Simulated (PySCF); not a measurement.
**Ge (germanium, neutral): UHF calculation**

Configuration: [Ar] 3d10 4s2 4p2, high-spin 3P determinant. All numbers are calculated (PySCF 2.14, scalar relativity by spin-free X2C-1e, in x2c-SVPall).

* Total energy: -2096.685690 hartree
* One-electron energy: -2922.2662 hartree
* Hartree (Coulomb) energy: 904.1694 hartree
* Exchange energy: -78.5889 hartree
* ⟨S²⟩: 2.0087
* ⟨L²⟩: 2.024
* Sum of ⟨r⟩: 24.03 bohr
* Sum of ⟨r²⟩: 40.51 bohr²
* Traceless quadrupole moment −½Σ⟨3z² − r²⟩ along its main axis: 3.70 e·bohr²
* Langevin diamagnetic susceptibility: -32.1 ×10⁻⁶ cm³/mol
* Time after the integrals: 0.08 s of wall time on 1 thread of Neoverse-V2 (shared host)

```
shell  electrons  mean orbital energy (hartree)  spread (hartree)  rms radius, mean of both spins (bohr)
 1s α          1                     -410.75774                 0                                 0.0542
 1s β          1                     -410.75403                 0                                 0.0542
 2s α          1                      -53.41089                 0                                  0.227
 2s β          1                      -53.41056                 0                                  0.227
 2p α          3                      -46.51493           0.00079                                  0.203
 2p β          3                      -46.51212           0.00372                                  0.203
 3s α          1                       -7.40200                 0                                  0.668
 3s β          1                       -7.39634                 0                                  0.668
 3p α          3                       -5.21033           0.00037                                  0.701
 3p β          3                       -5.20187           0.01448                                  0.701
 3d α          5                       -1.59713           0.00954                                  0.817
 3d β          5                       -1.59321           0.01474                                  0.817
 4s α          1                       -0.63931                 0                                   2.36
 4s β          1                       -0.48844                 0                                   2.36
 4p α          2                       -0.28822                 0                                   3.04
```

Densities and radii are taken from the X2C orbitals without a picture-change correction, which distorts them close to the nucleus.
